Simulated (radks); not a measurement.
Question: These are the eigenvalues of the occupied orbitals of an atom or ion with whole-number occupations (eV). All-electron calculation, non-relativistic Kohn-Sham, PW91, spin-polarised, spherical densities, point nucleus. Program: a radial shooting solver on a logarithmic mesh with Libxc functionals.

| orbital | eigenvalue |
|---|---|
| 1s up | -7.6530 |

Which element is it, and in what charge state? The configuration may be excited. Open shells, if any, are filled with parallel spins first.

Answer: Z = 1, hydrogen, charge 0: H in 1s1. The 1s level, -0.28124 hartree, gives Z - s = 0.7 by -(Z - s)^2/2, which with screening narrows Z to a few neighbours, and with so few levels the electron count can be read from the list.
